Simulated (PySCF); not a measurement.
# Dipole moment and polarisability of `C#C[Si@@H](C)O[SiH2]C`

C4H10OSi2.
SMILES with atom numbers: `[CH:1]#[C:2][Si@@H:3]([CH3:4])[O:5][SiH2:6][CH3:7]` (hydrogens: H8 on C1; H9 on Si3; H10, H11, H12 on C4; H13, H14 on Si6; H15, H16, H17 on C7)

Geometry (GFN2-xTB, Å), atoms numbered from 1 in this order:
```xyz
17
C4H10OSi2 angstrom
C      0.753    1.533    2.404
C      1.007    1.079    1.320
Si     1.383    0.372   -0.356
C      2.411   -1.207   -0.140
O     -0.010    0.009   -1.113
Si    -1.582   -0.364   -1.266
C     -2.538    0.248    0.251
H      0.530    1.929    3.354
H      2.011    1.387   -1.206
H      1.910   -1.926    0.503
H      3.376   -0.985    0.305
H      2.591   -1.691   -1.096
H     -1.653   -1.823   -1.383
H     -1.996    0.320   -2.493
H     -2.431    1.322    0.374
H     -2.170   -0.217    1.162
H     -3.598    0.026    0.169
```

Level: CAM-B3LYP/def2-SVPD (PySCF), static field, nuclei fixed, core orbitals frozen in the response. The polarisability tensor in these axes (au):

```
x    96.72  -4.00  -2.13
y    -4.00  89.93  10.96
z    -2.13  10.96 104.05
```

**Question.** What are the eigenvalues, a third of the trace, and Δα (Δα² = ½Σ(αi − αj)² over the three pairs)?

**Answer.** Principal values 83.46, 96.19 and 111.05 au; mean 96.90 au = 14.36 Å³ = 15.98 × 10⁻⁴⁰ C²·m²/J; Δα = 23.91 au (25 % of the mean).

**Question.** What is the dipole moment, and where does it point?

**Answer.** (-0.17, -0.21, 1.06) D, 1.09 D in size, pointing from the negative to the positive side. Measured along this direction, the outermost atoms are H14 at the negative end and H8 at the positive end.

**Question.** How large is μ²/3kT at 350 K beside α?

**Answer.** In Gaussian units μ²/3kT = 8.19 Å³ against 14.36 Å³, a ratio of 0.57; the Debye molar polarisation (4π/3)N_A(α + μ²/3kT) is 56.9 cm³/mol, leaving out the vibrational part.

**Question.** Refractivity n − 1 of an ideal gas of it at 273.15 K and 1 atm, from the electronic α?

**Answer.** N = p/kT = 2.6868 × 10¹⁹ cm⁻³, so n − 1 = 2π × N × 14.36 × 10⁻²⁴ cm³ = 2424 × 10⁻⁶ at long wavelengths, for an ideal gas.

**Question.** Rayleigh depolarisation ratio (linearly polarised light, static tensor)?

**Answer.** ρ = 3Δα²/(45ᾱ² + 4Δα²) = 1715.4/(422518 + 2287.2) = 0.00404.

**Question.** Give the eigenvalues of the traceless quadrupole moment Θ = ½Σq(3rr − r²1), origin at the centre of nuclear charge.

**Answer.** -4.74, -0.39, 5.13 D·Å. The values depend on the origin, since the dipole doesn't vanish. The electronic extent ⟨r²⟩ about the same centre is 1395 bohr², a root-mean-square distance of 2.36 Å for the 70 electrons.

**Question.** What molar refraction does this α imply?

**Answer.** Lorentz–Lorenz: R = (4π/3)N_A α = 2.5225 cm³/(mol·Å³) × 14.36 Å³ = 36.2 cm³/mol, in the limit of long wavelengths.

The structure is a single GFN2-xTB conformer in the gas phase; no vibrational or solvent corrections.
